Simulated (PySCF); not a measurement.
Several species in one continuum solvent.

Computed with PySCF at PBE0/pcSseg-1, non-relativistic, each on one gas-phase PBE0-D3(BJ)/def2-SVP geometry that isn't relaxed in the solvent. The solvent is an IEF-PCM continuum (cavity from Bondi-type radii × 1.2). Only the electrostatic response of the medium enters.

Task: Order them by E(solvent) − E(gas) in chloroform (ε = 4.711), most negative first (kcal/mol).
A. `[CH2:1]=[C:2]([CH2:3][CH3:4])[CH:5]1[CH2:6][CH2:7]1` with C1–C2–C3–C4 0°, C1–C2–C5–C6 -35°
B. `C1C[C@H]2CC[C@@H]1C2`
C. `[CH2:1]1[CH2:2][CH2:3][C:4]2([CH2:5]1)[CH2:6][CH2:7]2` with C5–C1–C2–C3 42°, C1–C2–C3–C4 -34°, C2–C3–C4–C5 13°, C3–C4–C5–C1 13°
D. `C1C=CCS1`
E. `[CH3:1][CH2:2][B:3]([O:4][CH3:5])[O:6][CH3:7]` with C1–C2–B3–O4 179°, C2–B3–O4–C5 0°, C2–B3–O6–C7 -179°

Result: D (-2.6), E (-2.3), A (-1.6), C (-0.8), B (-0.4).

```
              SMILES  charge  ΔE (kcal/mol)  polarisation term (kcal/mol)  HOMO shift (eV)  dipole gas (D)  dipole solvent (D)  atoms
            C1=CCSC1       0           -2.6                          -2.9            -0.09            1.90                2.33     11
           CCB(OC)OC       0           -2.3                          -2.5            -0.02            1.51                1.79     18
        C=C(CC)C1CC1       0           -1.6                          -1.7            -0.03            0.70                0.89     19
       C1CCC2(C1)CC2       0           -0.8                          -0.8            +0.06            0.26                0.31     19
C1C[C@H]2CC[C@@H]1C2       0           -0.4                          -0.5            +0.08            0.07                0.08     19
```

The polarisation term is half the interaction of the solute with the induced surface charges.
